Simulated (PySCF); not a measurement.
Species: C₂H₉NSi.
Numbering: `[CH3:1][N:2]([CH3:3])[SiH3:4]` (hydrogens: H5, H6, H7 on C1; H8, H9, H10 on C3; H11, H12, H13 on Si4)

The same species was optimised twice, with GFN2-xTB and with PBE0-D3(BJ)/def2-SVP (PySCF), and the same property calculations (PySCF, gas phase) were run on both structures.

```csv
coordinate,GFN2-xTB,PBE0-D3(BJ)/def2-SVP,change
Si4–H11 (Å),1.462,1.495,+0.033
Si4–H13 (Å),1.462,1.494,+0.032
Si4–H12 (Å),1.475,1.505,+0.030
N2–Si4 (Å),1.719,1.735,+0.016
C3–H9 (Å),1.087,1.101,+0.014
C1–H7 (Å),1.087,1.101,+0.014
C1–H5 (Å),1.098,1.110,+0.012
C3–H8 (Å),1.098,1.110,+0.012
C1–H6 (Å),1.094,1.106,+0.012
C3–H10 (Å),1.094,1.106,+0.012
C1–N2 (Å),1.440,1.440,0.000
N2–C3 (Å),1.440,1.441,+0.001
N2–Si4–H11 (°),105.1,108.1,+3.0
N2–Si4–H13 (°),105.1,107.9,+2.8
H11–Si4–H13 (°),113.2,111.0,-2.2
C1–N2–C3 (°),112.1,114.3,+2.2
H11–Si4–H12 (°),108.8,107.1,-1.7
H12–Si4–H13 (°),108.8,107.2,-1.6
H9–C3–H10 (°),108.8,107.3,-1.5
H6–C1–H7 (°),108.8,107.3,-1.5
```

Rotational constants: A = 8641, B = 4457, C = 3179 MHz (GFN2-xTB) against A = 8414, B = 4410, C = 3123 MHz (PBE0-D3(BJ)/def2-SVP). Atoms that the bonding makes alike are paired by their places after alignment.

On the GFN2-xTB structure: lowest singlet, TDDFT (eV) 5.40 [PBE0/def2-SVPD]; lowest triplet, Tamm–Dancoff (eV) 5.20 [PBE0/def2-SVPD]; isotropic polarisability (au) 61.7 [PBE0/def2-SVPD]; HOMO (eV) -6.33 [PBE0/def2-SVPD]; LUMO (eV) 0.40 [PBE0/def2-SVPD]; dipole (D) 0.80 [PBE0/def2-SVPD]; HOMO (eV) -6.29 [PBE0/pcSseg-1]; LUMO (eV) 0.71 [PBE0/pcSseg-1]; dipole (D) 0.85 [PBE0/pcSseg-1]; GIAO shielding of C1/C3 (mean) (ppm) 144.3 [PBE0/pcSseg-1]; GIAO shielding of N2 (ppm) 258.3 [PBE0/pcSseg-1]; GIAO shielding of Si4 (ppm) 394.6 [PBE0/pcSseg-1].

What do these properties become on the PBE0-D3(BJ)/def2-SVP structure?

| property | level | on GFN2-xTB | on PBE0-D3(BJ)/def2-SVP | change |
| --- | --- | --- | --- | --- |
| lowest singlet, TDDFT (eV) | PBE0/def2-SVPD | 5.40 | 5.45 | +0.05 |
| lowest triplet, Tamm–Dancoff (eV) | PBE0/def2-SVPD | 5.20 | 5.25 | +0.05 |
| isotropic polarisability (au) | PBE0/def2-SVPD | 61.7 | 63.5 | +1.8 |
| HOMO (eV) | PBE0/def2-SVPD | -6.33 | -6.36 | -0.03 |
| LUMO (eV) | PBE0/def2-SVPD | 0.40 | 0.41 | +0.01 |
| dipole (D) | PBE0/def2-SVPD | 0.80 | 0.91 | +0.11 |
| energy, GFN2-xTB geometry as zero (kcal/mol) | PBE0/def2-SVPD | 0.0 | -1.5 | -1.5 |
| HOMO (eV) | PBE0/pcSseg-1 | -6.29 | -6.32 | -0.03 |
| LUMO (eV) | PBE0/pcSseg-1 | 0.71 | 0.76 | +0.05 |
| dipole (D) | PBE0/pcSseg-1 | 0.85 | 0.97 | +0.12 |
| energy, GFN2-xTB geometry as zero (kcal/mol) | PBE0/pcSseg-1 | 0.0 | -1.1 | -1.1 |
| GIAO shielding of C1/C3 (mean) (ppm) | PBE0/pcSseg-1 | 144.3 | 143.7 | -0.6 |
| GIAO shielding of N2 (ppm) | PBE0/pcSseg-1 | 258.3 | 259.0 | +0.7 |
| GIAO shielding of Si4 (ppm) | PBE0/pcSseg-1 | 394.6 | 393.9 | -0.7 |

The heavy atoms differ by 0.020 Å rms after alignment (one structure mirrored). Among all bonds Si4–H11 and Si4–H13 change most and about equally (+0.032 to +0.033 Å). Changes are differences of the printed values. Neither structure is proved a minimum here.
